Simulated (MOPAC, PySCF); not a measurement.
HBBr2S, SMILES `SB(Br)Br` (H–S–B–Br torsion 180°), neutral singlet in the gas phase. 

Cartesian coordinates (Å):
```xyz
5

S      1.2626    -0.6866     0.0928
B     -0.4223    -0.1189    -0.0012
Br    -1.7943    -1.4419     0.0756
Br    -0.8871     1.7240    -0.1719
H      1.8411     0.5234     0.0047
```
Charge 0, spin multiplicity 1.

All levels are single points at this geometry (PBE0-D3(BJ)/def2-TZVP); Pople sets use spherical d functions. Orbital energies aren't observables, and empty levels follow the basis.

| level | HOMO (eV) | LUMO (eV) | gap (eV) | dipole (D) | vertical IE, Delta-SCF (eV) |
|---|---|---|---|---|---|
| PBE-D3(BJ)/def2-TZVP in PySCF | -7.07 | -2.44 | 4.63 | 1.17 | – |
| PBE0-D3(BJ)/def2-TZVP in PySCF | -8.27 | -1.60 | 6.67 | 1.23 | – |
| B3LYP/3-21G in PySCF | -7.84 | -1.49 | 6.35 | 1.26 | – |
| B3LYP/6-31G* in PySCF | -7.96 | -1.65 | 6.31 | 1.33 | 10.22 |
| B3LYP/LANL2DZ in PySCF | -8.15 | -1.74 | 6.41 | 1.62 | – |
| BP86/6-31G* in PySCF | -7.12 | -2.43 | 4.69 | 1.32 | – |
| M06-2X/6-31G* in PySCF | -9.41 | -0.81 | 8.60 | 1.41 | – |
| SVWN5/6-31G* in PySCF | -7.14 | -2.55 | 4.59 | 1.39 | – |
| HF/3-21G in PySCF | -11.10 | 1.91 | 13.01 | 1.41 | – |
| HF/STO-3G in PySCF | -8.32 | 6.10 | 14.42 | 1.72 | – |
| AM1 in MOPAC | -10.46 | -1.38 | 9.08 | 1.63 | – |
| PM3 in MOPAC | -10.95 | -0.87 | 10.08 | 2.26 | – |
| PM7 in MOPAC | -9.95 | -2.51 | 7.44 | 1.92 | – |
